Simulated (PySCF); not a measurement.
**Checking a proposed structure**

A compound C$_{6}$H$_{5}$NO gives the data below (simulated from a calculation) and was assigned the structure `O=Cc1ccncc1`.

¹³C{¹H} NMR (computed): δ 202.2 (CH), 160.7 (C), 157.9 (CH), 143.0 (CH), 133.4 (CH), 127.9 (CH).

¹H NMR (600 MHz, computed): δ 10.40 (s, 1H), 9.10 (d, 1H), 8.36 (d, 1H), 8.04 (m, 1H), 7.60 (m, 1H).

One conformer, no solvent model, no relativistic terms. Shielding tensors at B97-2/pcSseg-2 (GIAO); coordinates at the PBE0-D3(BJ)/def2-TZVP level; PySCF 2.14.0 with density-fitted response routines.

References, each an isolated molecule treated in the same way: ¹H (σref 31.64) and ¹³C (σref 185.38) against TMS.

Question: Compare with the shifts computed for the proposed structure, pairing carbons in order of shift.

Answer: Structure with atom numbers: `[O:1]=[CH:2][c:3]1[cH:4][cH:5][n:6][cH:7][cH:8]1`. Each H is labelled by its parent atom.

```csv
atom,computed for proposal,given list,difference
C2,199.2,202.2,-3.0
C5,159.8,160.7,-0.9
C7,159.8,157.9,+1.9
C3,147.2,143.0,+4.2
C4,128.5,133.4,-4.9
C8,128.5,127.9,+0.6
```

The rms difference is 3.1 ppm and the largest -4.9 ppm at C4 (aromatic CH). The proposal also would give 4 carbon signals, not 6. The carbon types in order of shift don't match either: CH, CH, CH, C, CH, CH for the proposal against CH, C, CH, CH, CH, CH in the data. The proposal doesn't fit.

Question: Which isomer fits?

Answer: `O=Cc1ccccn1`.

- Carbon types of the structure: 1 × C, 5 × CH, which accounts for all hydrogens.
- δC 202.2: aldehyde carbonyl carbon; the double bond to the heteroatom, with no lone-pair donor beside it, deshields it most.
- δC 157.9: aromatic CH next to a ring nitrogen; the adjacent pyridine-type nitrogen withdraws density from it.
- δH 10.40: hydrogen on an aldehyde carbonyl carbon; deshielded by the polar, anisotropic C=O bond.
- δH 9.10: hydrogen on an aromatic CH next to a ring nitrogen; ring current plus the neighbouring ring nitrogen.

This is the structure that produced the data.

Shifts are as computed. Against solution values, carbons near 30 ppm lie about +3 ppm off and those near 130 ppm about +7 ppm. Of 1211 compounds with measured shifts, 218 miss one by over three times the rms of a fit or turn the order of signals round; such compounds aren't used in these exercises. No couplings were computed; multiplicities are counted from neighbouring protons, with m where these are inequivalent, close in shift, in a saturated or five-membered ring or joined by F or P, and br s for small geminal =CH2 splittings.
